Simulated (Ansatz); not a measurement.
Problem. Name a neutral molecule of C, O, Si, Sn and H with HOMO energy (B3LYP/def2-TZVPP) between -7.35 and -7.05 eV and HOMO energy (PBE/def2-TZVPP) between -6.40 and -6.10 eV (Ansatz, PBE0-D4/def2-TZVP geometry).

Solution. `CO[SiH2][SnH3]` (-7.25 eV, -6.27 eV); `[SnH3][SiH]1CO1` (-7.28 eV, -6.31 eV); `[CH3][SnH2][SiH2]O` (-7.12 eV, -6.19 eV); `C[SiH](O)[SnH3]` (-7.17 eV, -6.24 eV); `O[Si]1([SnH3])CO1` (-7.15 eV, -6.11 eV). Other molecules can fit too; these were computed, each in one conformer that needn't be the lowest.

B3LYP here is the variant with VWN-RPA as its local correlation; programs differ in this.
